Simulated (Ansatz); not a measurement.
Basis sets compared for (LiCl)2 ring (Li₂Cl₂). The state is a singlet with charge 0. Geometry PBE0-D4/def2-TZVP. Ansatz on 4 threads of Arm Neoverse V1 on a shared host; times are rough, and most runs start from earlier orbitals.

| atom | x (Å) | y (Å) | z (Å) |
| --- | --- | --- | --- |
| Li1 | -0.155 | 0.986 | 0.800 |
| Cl2 | 1.761 | 0.143 | 0.166 |
| Li3 | 0.155 | -0.985 | -0.800 |
| Cl4 | -1.761 | -0.143 | -0.166 |

B3LYP takes the VWN-RPA correlation.

Binding counts from free atoms (Li doublet, Cl doublet) in the same basis, without a counterpoise term.

```tsv
level	functions	energy (Eh)	HOMO (eV)	LUMO (eV)	binding per atom (eV)	wall time
HF/STO-3G	28	-924.1114	-9.70	2.66	2.69	0.1 s
HF/6-31G	44	-934.0718	-11.48	0.60	2.20	0.15 s
PBE-D4/def2-SVP	54	-934.9420	-6.33	-1.23	2.99	0.4 s
PBE-D4/def2-TZVP	102	-935.2686	-6.67	-1.31	2.91	0.6 s
r2SCAN-D4/def2-TZVP	102	-935.6247	-7.02	-0.64	2.94	1.4 s
B3LYP-D4/6-31G	44	-935.6519	-7.89	-1.18	2.77	0.5 s
B3LYP-D4/def2-TZVP	102	-935.7468	-7.77	-1.04	2.91	0.75 s
PBE0-D4/def2-SVP	54	-935.0329	-7.76	-0.69	2.97	0.5 s
PBE0-D4/def2-TZVP (with forces)	102	-935.3540	-8.06	-0.76	2.89	0.75 s
```

Task: Estimate the rows for PBE-D4/def2-TZVPD, r2SCAN-D4/def2-TZVPD, PBE0-D4/def2-TZVPD.

Result: 
```
               level  functions  energy (Eh)  HOMO (eV)  LUMO (eV)  binding per atom (eV)  wall time
   PBE-D4/def2-TZVPD        126    -935.2718      -6.71      -1.32                   2.92      0.8 s
r2SCAN-D4/def2-TZVPD        126    -935.6280      -7.02      -0.65                   2.95      1.7 s
  PBE0-D4/def2-TZVPD        126    -935.3571      -8.06      -0.79                   2.90        1 s
```
